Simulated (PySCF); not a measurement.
## C₆ coefficients of unlike pairs at UHF

Calculated with PySCF 2.14 from the dipole response of each species, C₆(A,B) = (3/π) ∫ α_A(iu) α_B(iu) du, in atomic units, from isotropic polarisabilities. For ions this is the dispersion term alone; charge-induced terms of lower order in 1/R come first.

```csv
species,configuration,basis,relativity,α (bohr³),C₆ (like pair)
Pd⁺,[Kr] 4d9 (2D),aug-cc-pVTZ-PP with ECP28MDF (6s6p5d3f2g),core potential,9.830,58.79
Fe⁺,[Ar] 3d6 4s1 (6D),aug-cc-pVQZ-DK (9s8p6d4f3g2h),spin-free X2C,34.70,181.0
Ne⁺,[He] 2s2 2p5 (2P),aug-cc-pVQZ-DK (6s5p4d3f2g),spin-free X2C,1.245,2.141
C,[He] 2s2 2p2 (3P),"x2c-TZVPPall with one added diffuse shell each of s, p, d type (6s4p3d1f)",spin-free X2C,11.91,46.08
```

Q: Estimate C₆ for Fe⁺ with Pd⁺.

A: The integral gives 87.29. The combination rule 2 C_A C_B / (C_A α_B/α_A + C_B α_A/α_B) gives 82.22 and the geometric mean 103.1.

No spin-orbit coupling is included.

The other pairs:

```tsv
pair	C₆
Ne⁺, Pd⁺	10.71
C, Ne⁺	8.106
C, Pd⁺	49.37
C, Fe⁺	86.65
Ne⁺, Fe⁺	13.67
```
